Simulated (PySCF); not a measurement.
HCl2OZr, doublet, at a GFN2-xTB geometry (such geometries of metal compounds can be far from the true shape) (the multiplicity is a formal guess) (core potentials on Zr).

The PySCF input:
```python
from pyscf import gto, scf, dft

mol = gto.M(
    atom='''
Zr    0.273208   -0.104916    0.185672
Cl   -1.688305   -1.183298   -0.074599
Cl    0.091858    1.796357   -1.010345
O     1.717358   -0.659491    1.167115
H     2.472427   -0.949448    1.680260
''',
    basis='def2-svpd',
    ecp={'Zr': 'def2-svpd'},
    charge=0,
    spin=1,
    verbose=4,
)

mf = dft.UKS(mol)
mf.xc = 'camb3lyp'
mf = mf.density_fit(auxbasis='def2-universal-jkfit')
mf.kernel()
```

### Question
What number of basis functions does DF-CAMB3LYP/def2-SVPD in PySCF give?

### Answer
119

### Question
What is the computed HOMO energy (DF-CAMB3LYP/def2-SVPD)?

### Answer
-6.67 eV

### Question
What nuclear repulsion energy does DF-CAMB3LYP/def2-SVPD give?

### Answer
216.0539 Eh

These values belong to the state on which the SCF converged, which isn't shown to be the lowest.

### Question
Roughly what does it cost on one core?

### Answer
roughly 18 core-seconds.
